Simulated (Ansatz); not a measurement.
Reaction (ligand exchange at the Si–C bond): `NC[SiH](O)O` + CH₃OH → `CO[SiH](O)O` + CH₃NH₂

Calculated with Ansatz (gas phase, PBE0-D4/def2-TZVP geometries, no zero-point term in ΔE). CBS: MP2 limit from def2 TZ/QZ plus the TZ coupled-cluster correction, frozen cores. This one scheme is used for every species. One conformer a species, not always the lowest.

```json
{"species": "`NC[SiH](O)O`", "MP2/CBS(def2) energy (Eh)": "-536.42891"}
{"species": "CH₃OH", "MP2/CBS(def2) energy (Eh)": "-115.58363"}
{"species": "`CO[SiH](O)O`", "MP2/CBS(def2) energy (Eh)": "-556.34678"}
{"species": "CH₃NH₂", "MP2/CBS(def2) energy (Eh)": "-95.71376"}
```

(1) Work out ΔE.

Largest T1 diagnostic among the species: 0.011.

Answers

(1) ΔE = (-556.34678) + (-95.71376) − (-536.42891) − (-115.58363) = -0.04800 Eh = -126.0 kJ/mol. CCSD(T)/CBS gives -124.5 kJ/mol.

From PBE to PBE0 (25 % exact exchange), in def2-TZVPP and without D4, ΔE moves by −5.4 kJ/mol. In def2-TZVPP, CCSD(T) changes the Hartree–Fock value by +22.3 kJ/mol (the triples alone add +3.0 kJ/mol) and MP2 by +20.7 kJ/mol.
